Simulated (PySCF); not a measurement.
2-bromopropane (C3H7Br), SMILES CC(C)Br.

Geometry optimised at B3LYP-D3(BJ)/def2-SVP.

Method: PBE/def2-TZVP run with PySCF.

Symmetry labels are those of the subgroup Cs that the program uses (full group Cs).

Question: List the valence orbital energies around the gap with their symmetry. (The exact figures need the calculation; the answer reports its results.)

Answer: 
```json
[
 {"orbital": "HOMO−7", "symmetry": "A'", "energy (eV)": "-11.09"},
 {"orbital": "HOMO−6", "symmetry": "A\"", "energy (eV)": "-10.43"},
 {"orbital": "HOMO−5", "symmetry": "A\"", "energy (eV)": "-9.69"},
 {"orbital": "HOMO−4", "symmetry": "A'", "energy (eV)": "-8.83"},
 {"orbital": "HOMO−3", "symmetry": "A\"", "energy (eV)": "-8.82"},
 {"orbital": "HOMO−2", "symmetry": "A'", "energy (eV)": "-8.26"},
 {"orbital": "HOMO−1", "symmetry": "A'", "energy (eV)": "-6.49"},
 {"orbital": "HOMO", "symmetry": "A\"", "energy (eV)": "-6.49"},
 {"orbital": "LUMO", "symmetry": "A'", "energy (eV)": "-1.08"},
 {"orbital": "LUMO+1", "symmetry": "A'", "energy (eV)": "0.33"},
 {"orbital": "LUMO+2", "symmetry": "A'", "energy (eV)": "1.42"},
 {"orbital": "LUMO+3", "symmetry": "A\"", "energy (eV)": "1.51"}
]
```
